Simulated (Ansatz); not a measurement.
LaO₂H, relaxed as a singlet with RKS r2SCAN-D4/def2-TZVP in Ansatz, starting from the GFN1-xTB geometry. Force threshold 0.02 eV/Å.

In the def2 sets La takes a core potential; there is no spin–orbit coupling. The structure holds one bond between oxygen atoms, so isomers without such links may lie far lower. The structure comes from a short search, and lower isomers may exist.

Start:

```csv
atom,x (Å),y (Å),z (Å)
La1,-0.0072,0.2720,-0.0750
O2,0.5725,-1.2295,-0.1011
O3,-0.5078,-1.0526,0.6901
H4,-0.0574,2.0101,-0.5140
```

| step | energy (eV) | largest force component (eV/Å) | SCF passes |
| --- | --- | --- | --- |
| 1 | -4954.3818 | 38.331 | 31 |
| 2 | -4964.3967 | 9.569 | 42 |
| 3 | -4966.8970 | 2.851 | 36 |
| 4 | -4967.6187 | 0.576 | 37 |
| 5 | -4967.7972 | 0.745 | 36 |
| 6 | -4967.9790 | 0.606 | 36 |
| 7 | -4968.2023 | 0.500 | 35 |
| 8 | -4968.3181 | 0.261 | 37 |
| 9 | -4968.3401 | 0.514 | 38 |
| 10 | -4968.3457 | 0.021 | 31 |
| 11 (rejected) | -4968.3456 | 0.030 | 31 |
| 12 | -4968.3459 | 0.005 | 32 |

Force components are those of the run's own axes.

End:

```tsv
atom	x (Å)	y (Å)	z (Å)
La1	-0.510	0.218	-0.753
O2	0.768	-1.302	0.064
O3	-0.430	-1.112	0.930
H4	0.172	2.197	-0.240
```

By distances, no bond broke or formed. The bond that changes most is La1–O3, from 1.61 to 2.15 Å (atoms count from 1).

No frequencies were taken in this run, so the end may be a saddle point.

It took 42 s on 2 threads of Arm Neoverse V2 on a shared host.
